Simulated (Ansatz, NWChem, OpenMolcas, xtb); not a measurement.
**How methods differ on MoO3 (SMILES [O]=[Mo](=[O])=[O])**

The species is MoO3 (4 atoms), meant as a singlet with charge 0. As SMILES, `[O]=[Mo](=[O])=[O]`. Geometry: relaxed at PBE0-D4/def2-TZVP.

Each level gives the HOMO–LUMO gap (eV). The values are calculated.

```
                               level                    kind     program  value (eV)   CPU time
                            GFN0-xTB          semi-empirical         xtb        3.98  under 2 s
       HF/def2-SVPD (core potential)            Hartree–Fock      NWChem       11.09       25 s
    SVWN5/def2-SVPD (core potential)                     LDA      NWChem        2.06       21 s
   revPBE/def2-SVPD (core potential)                     GGA  OpenMolcas        2.12       42 s
   r2SCAN/def2-SVPD (core potential)                meta-GGA      Ansatz        2.64       15 s
   M06-2X/def2-SVPD (core potential)         hybrid meta-GGA      NWChem        6.69       33 s
CAM-B3LYP/def2-SVPD (core potential)  range-separated hybrid      Ansatz        6.66       12 s
    wB97X/def2-SVPD (core potential)  range-separated hybrid      Ansatz        8.97       42 s
   B2PLYP/def2-SVPD (core potential)           double hybrid      NWChem        6.84       28 s
```

The values span 2.06 to 11.09 eV. Orbital gaps aren't excitation energies, and those of double hybrids come from the SCF part alone; they tend to grow with the share of exact exchange. CPU times are rough (shared hosts, several kinds of processor): they show what a rung costs within a factor of a few.
